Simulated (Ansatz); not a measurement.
Computed with Ansatz on PBE0-D4/def2-TZVP structures; ΔE is electronic, products minus reactants. CBS: MP2 limit from def2 TZ/QZ plus the TZ coupled-cluster correction, frozen cores. DFT in def2-TZVPP. For Zn outer-core shells are correlated without core-valence functions, which leaves a few kJ/mol of doubt a bond. Scalar relativity is left out up to krypton. Each species was taken in one conformer, which may not be the lowest.

Consider the ligand exchange at the Si–C bond: `N[CH]([SiH3])[ZnH]` + `C=C=C(N)F` → `C=C=C(F)N[SiH3]` + `N[CH2][ZnH]`.

| species | r2SCAN-D4 energy (Eh) |
| --- | --- |
| `N[CH]([SiH3])[ZnH]` | -2165.86626 |
| `C=C=C(N)F` | -271.21862 |
| `C=C=C(F)N[SiH3]` | -561.91262 |
| `N[CH2][ZnH]` | -1875.19092 |

Question: Work out ΔE.

Answer: ΔE = (-561.91262) + (-1875.19092) − (-2165.86626) − (-271.21862) = -0.01866 Eh = -0.51 eV. CCSD(T)/CBS gives -0.58 eV.

Largest T1 diagnostic among the species: 0.014.

From PBE to PBE0 (25 % exact exchange), in def2-TZVPP and without D4, ΔE moves by −0.06 eV. In def2-TZVPP, CCSD(T) changes the Hartree–Fock value by +0.13 eV (the triples alone add +0.03 eV) and MP2 by +0.10 eV.
